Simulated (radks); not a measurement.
Coherent X-ray form factor from a spherical all-electron density. Method: scalar-relativistic Kohn-Sham, LDA (Slater exchange, Perdew-Wang correlation), spin-unpolarised, spherical densities, finite nucleus; Fermi nuclear charge, rms radius of each element as measured or else 0.836 A^(1/3) + 0.57 fm; computed with a radial shooting solver on a logarithmic mesh with Libxc functionals.

sin(theta)/lambda (1/angstrom)  f0 (electrons)
0.05                                    61.628
0.1                                     58.581
0.15                                    55.171
0.2                                     51.731
0.25                                    48.329
0.3                                     45.077
0.4                                     39.358
0.5                                     34.703
0.6                                     30.844
0.8                                     24.794
1                                       20.578
1.25                                    17.228
1.5                                     14.976
2                                       11.300

The species is in the configuration that NIST lists as its ground one. Which atom or ion scatters so?

Answer. Neutral europium, [Xe] 4f7 6s2. Extrapolating in s^2 from the first two rows gives f0(0) = 62.6, near the electron count 63; among species with that count, the fall with angle is slower the higher Z, and the table is that of Z = 63; from so few rows the species is fixed only to a neighbour or two.
